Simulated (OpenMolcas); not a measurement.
Hg: effect of correlating more closed shells

| Quantity | Value |
| --- | --- |
| Program | OpenMolcas |
| Basis | ANO-RCC-VTZP [8s7p5d3f1g] |
| Scalar Hamiltonian | DKH2, point nucleus |
| Active space | 2 electrons in 4 orbitals (6s 6p) |
| State averaging | 2S+1 = 3 even, 3 roots (0 in the spin-orbit step); 2S+1 = 1 even, 1 root; 2S+1 = 3 odd, 3 roots; 2S+1 = 1 odd, 3 roots |
| Spin-orbit coupling | state interaction with AMFI integrals over the reference wave functions, term energies averaged over their components |

Methods on the same reference wave functions:
A. CASSCF
B. SS-CASPT2, IPEA 0.25 Eh, imaginary shift 0.1 Eh (closed shells correlated: none)
C. SS-CASPT2, IPEA 0.25 Eh, imaginary shift 0.1 Eh (closed shells correlated: 5d)
D. SS-CASPT2, IPEA 0.25 Eh, imaginary shift 0.1 Eh (closed shells correlated: 4f 5s 5p 5d)

Energies in cm⁻¹ above 6s² ¹S₀, the measured ground level; measured values from NIST Handbook of Basic Atomic Spectroscopic Data.

```tsv
Level	A	B	C	D	Measured
6s² ¹S₀	0.0	0.0	0.0	0.0	0.0
6s 6p ³P°₀	32325	32171	37922	38725	37645
6s 6p ³P°₁	33932	33768	39486	40285	39412
6s 6p ³P°₂	37607	37453	43205	44007	44043
6s 6p ¹P°₁	52988	51651	54377	54960	54069
```

Deviations, from unrounded energies. A percentage is the sum of absolute deviations over the sum of measured energies, with the sign that they share, or ± where signs differ.

```json
{"Against measurement": "mean absolute deviation (cm-1)", "Levels": "4", "A": "4600", "B": "5000", "C": "370", "D": "720"}
{"Against measurement": "other configurations (%)", "Levels": "4", "A": "-10.5", "B": "-11.5", "C": "±0.9", "D": "±1.6"}
```

C lies closest to measurement on these levels and B furthest from it. The largest miss of C in the table is 6s 6p ³P°₂, by -840 cm-1. The ranking rests on the paired levels alone, and a cruder setting can come out closer through cancelling errors.

Among B to D the level of the table that moves most is 6s 6p ³P°₂, by 6600 cm-1 (lowest in B, highest in D).

The lowest spin-free term lies below A's lowest term by 0.002 hartree in B, 0.397 hartree in C, 0.770 hartree in D.

What an inner shell adds also hangs on whether the basis holds functions to correlate it.

Some high roots are left out of the spin-orbit mixing, which shifts the levels that they would mix with. Spin-orbit splittings of 6p shells tend to come out small when the coupling is added on scalar orbitals. Measured partners are found by configuration, term and J. A level has none where our copy of the source lacks it or the pairing is in doubt (some pairs that miss far off the trend of their configuration count as doubtful), and it then counts in no deviation. Levels of configurations outside the active space are missing.

° marks odd parity.
